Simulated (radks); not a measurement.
Task: Radial electron density D(r) = 4 pi r^2 rho(r) of an atom or ion with 3 electrons. All-electron calculation, scalar-relativistic Kohn-Sham, BLYP, spin-polarised, spherical densities, finite nucleus; Fermi nuclear charge, rms radius of each element as measured or else 0.836 A^(1/3) + 0.57 fm. Program: a radial shooting solver on a logarithmic mesh with Libxc functionals.

```
   r/bohr * D(r) (the largest magnitude, 12.9, reaches the edge; | marks zero)
 0.005056 |*
 0.006127 | *
 0.007483 |  *
 0.009067 |   *
  0.01099 |     *
  0.01331 |       *
  0.01626 |          *
   0.0197 |             *
  0.02387 |                  *
  0.02892 |                        *
  0.03505 |                              *
   0.0428 |                                      *
  0.05186 |                                             *
  0.06284 |                                                   *
  0.07614 |                                                      *
    0.093 |                                                      *
   0.1127 |                                                 *
   0.1365 |                                         *
   0.1654 |                              *
   0.2005 |                    *
   0.2448 |           *
   0.2967 |        *
   0.3595 |       *
   0.4356 |        *
    0.532 |       *
   0.6446 |     *
    0.781 |   *
   0.9464 |*
    1.147 *
    1.401 *
    1.697 *
```

What is the nuclear charge?

Result: Z = 12. The innermost maximum, from 1s, lies near gamma/Z bohr with gamma = sqrt(1 - (Z/c)^2) = 0.996, here 0.083 bohr (found: 0.0831), and its height grows with Z. The density is that of the magnesium ion Mg9+ in [He] 2s1; the configuration itself is not fixed sharply by these data, and Z only to about a unit. D(r) has 2 maxima, at r = 0.0831, 0.457 bohr, and minima at 0.337 bohr, inside which lie 2.10 electrons.
